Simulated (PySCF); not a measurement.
CH3Li, SMILES [Li][CH3].

The structure is a stationary point at PBE-D3(BJ)/def2-TZVPD. The isomer is the one that the SMILES or the coordinates give; other isomers of the formula were not compared.

Calculation: PBE-D3(BJ)/def2-TZVPD (PySCF).

No scaling factor is applied to the harmonic values.

Modes within 1.5 cm⁻¹ of each other (mostly degenerate sets) share a row, with their intensities summed.

### Question
List the normal modes with their intensities. (Estimate from the structure and the level; the computed values follow.)

### Answer

```csv
mode,ν (cm⁻¹),IR (km/mol),moving atoms (share of kinetic energy)
1–2,426,338.0,"H 80 %, C 14 %"
3,622,18.7,"Li 68 %, C 27 %"
4,1038,15.4,"H 84 %, C 16 %"
5–6,1392,11.5,H 94 %
7,2910,81.7,H 97 %
8–9,2981,74.9,"H 91 %, C 9 %"
```
